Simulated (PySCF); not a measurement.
## Rb: excitation energy

Rb [Kr] 5s1 (2S) → Rb [Kr] 5p1 (2P), as a difference of total energies. All numbers are calculated (PySCF 2.14, scalar relativity by spin-free X2C-1e, in aug-cc-pwCVTZ-X2C (10s9p7d3f, 93 functions)). Correlated levels: valence and next inner shell: [Ar] 3d10 frozen. The calculations carry no spin-orbit coupling.

| method | excitation energy (eV) |
| --- | --- |
| UHF | 1.345 |
| LDA | 1.528 |
| PBE | 1.362 |
| r2SCAN | 1.319 |
| B3LYP | 1.462 |
| wB97M-V | 1.546 |
| MP2 (valence and next inner shell) | 1.555 |
| SCS-MP2 (valence and next inner shell) | 1.512 |

**Question.** Estimate what wB97X-V gives.

**Answer.** 1.478 eV, closest to B3LYP among the rows shown.

**Question.** Estimate what PBE0 gives.

**Answer.** 1.365 eV, closest to PBE among the rows shown.

Errors of the correlated levels include the incompleteness of this basis and the frozen core.

For comparison: 1.579 eV (measured; NIST levels, between the centres of gravity of the two terms).
